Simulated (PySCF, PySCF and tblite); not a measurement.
A run on one conformer of C₇H₇FO, numbered as in [CH3:1][O:2][c:3]1[cH:4][cH:5][cH:6][c:7]([F:8])[cH:9]1, from an ensemble study. The sound level was PBE0/pcSseg-1 on GFN2-xTB geometries.

Input:

```
{"job": {"xc": "PBE0", "basis": "pcSseg-1", "scf": {"max_cycle": 86}, "kind": "nmr", "pop": false}, "charge": 2, "multiplicity": 1}
C      2.657978     0.389926    -0.195532
O      1.723728    -0.657943    -0.307770
C      0.409771    -0.379710    -0.117313
C     -0.470308    -1.458564    -0.239101
C     -1.826340    -1.280727    -0.066659
C     -2.344929    -0.029368     0.231077
C     -1.461373     1.023111     0.349437
F     -1.937812     2.253741     0.640099
C     -0.094940     0.880576     0.182979
H      2.472854     1.173890    -0.936513
H      3.630173    -0.061671    -0.384988
H      2.651631     0.826884     0.807900
H     -0.058293    -2.427333    -0.470705
H     -2.492375    -2.123976    -0.164130
H     -3.401403     0.131404     0.368515
H      0.534039     1.748703     0.291291
```

Command: OMP_NUM_THREADS=1 python ens_run.py task.json out

Output:

```
final grid: 138872 points
cycle   1  E = -444.4586064305  dE =  2.555e+00  |g| = 7.543e-01  |ddm| = 3.836e+00
cycle   2  E = -443.9597051950  dE =  4.989e-01  |g| = 1.648e+00  |ddm| = 1.940e+00
cycle   3  E = -444.5376019872  dE = -5.779e-01  |g| = 4.813e-01  |ddm| = 1.469e+00
cycle   4  E = -444.5888736323  dE = -5.127e-02  |g| = 2.175e-01  |ddm| = 5.657e-01
cycle   5  E = -444.5985043454  dE = -9.631e-03  |g| = 6.016e-02  |ddm| = 1.949e-01
cycle   6  E = -444.5990424547  dE = -5.381e-04  |g| = 3.596e-02  |ddm| = 6.845e-02
cycle   7  E = -444.5994122240  dE = -3.698e-04  |g| = 1.137e-02  |ddm| = 3.113e-02
cycle   8  E = -444.5994356580  dE = -2.343e-05  |g| = 4.322e-03  |ddm| = 8.830e-03
cycle   9  E = -444.5994418472  dE = -6.189e-06  |g| = 3.140e-03  |ddm| = 6.939e-03
cycle  10  E = -444.5994443431  dE = -2.496e-06  |g| = 1.440e-03  |ddm| = 2.963e-03
cycle  11  E = -444.5994449984  dE = -6.553e-07  |g| = 1.203e-03  |ddm| = 2.757e-03
cycle  12  E = -444.5994455145  dE = -5.161e-07  |g| = 3.106e-04  |ddm| = 2.432e-03
cycle  13  E = -444.5994455405  dE = -2.597e-08  |g| = 1.223e-04  |ddm| = 4.271e-04
cycle  14  E = -444.5994455456  dE = -5.094e-09  |g| = 3.139e-05  |ddm| = 3.258e-04
cycle  15  E = -444.5994455457  dE = -1.068e-10  |g| = 2.168e-05  |ddm| = 7.801e-05
converged SCF energy = -444.5994455457

GIAO shielding tensors (ppm)
atom      isotropic    diamagn.    paramagn.     s11        s22        s33       span
  0 C       81.438     249.520    -168.082     48.575     97.488     98.251     49.676
  1 O     -359.865     397.047    -756.913  -1046.749   -350.111    317.264   1364.013
  2 C      -54.176     260.379    -314.556   -180.497    -41.209     59.177    239.674
  3 C      -17.033     252.507    -269.540   -128.726    -12.876     90.504    219.231
  4 C        9.493     254.989    -245.496    -59.938     -3.303     91.721    151.659
  5 C      -38.715     256.776    -295.490   -135.391    -66.207     85.455    220.846
  6 C      -30.702     252.666    -283.368   -109.802     -0.510     18.205    128.007
  7 F       82.451     473.789    -391.338    -74.746    -30.525    352.622    427.368
  8 C       42.232     261.816    -219.583    -22.300     55.315     93.683    115.982
  9 H       25.824      27.467      -1.643     22.708     26.728     28.036      5.328
 10 H       25.507      24.286       1.221     24.036     25.597     26.888      2.852
 11 H       25.828      27.472      -1.644     22.695     26.733     28.056      5.361
 12 H       30.690      28.300       2.391     19.477     26.213     46.381     26.904
 13 H       30.886      26.557       4.330     21.496     24.937     46.227     24.731
 14 H       29.670      25.774       3.896     17.815     25.882     45.313     27.499
 15 H       30.146      31.285      -1.138     21.947     28.200     40.292     18.345
```

Task: What is wrong with this calculation, and what did it do to the result?

Result: The setting at fault: wrong charge. Self-consistency was reached. Shieldings averaged over the conformers (ppm), as run and sound:
| atoms | as run | sound |
| --- | --- | --- |
| C1 | 81.4 | 130.9 |
| O2 | -359.9 | 227.5 |
| C3 | -54.1 | 18.7 |
| C4 | -16.9 | 72.6 |
| C5 | 9.6 | 51.3 |
| C6 | -38.6 | 74.4 |
| C7 | -30.6 | 13.0 |
| F8 | 82.5 | 285.3 |
| C9 | 42.3 | 81.7 |
| H1 | 25.7 | 27.8 |
| H4 | 30.7 | 24.9 |
| H5 | 30.9 | 24.2 |
| H6 | 29.6 | 24.8 |
| H9 | 30.1 | 25.0 |
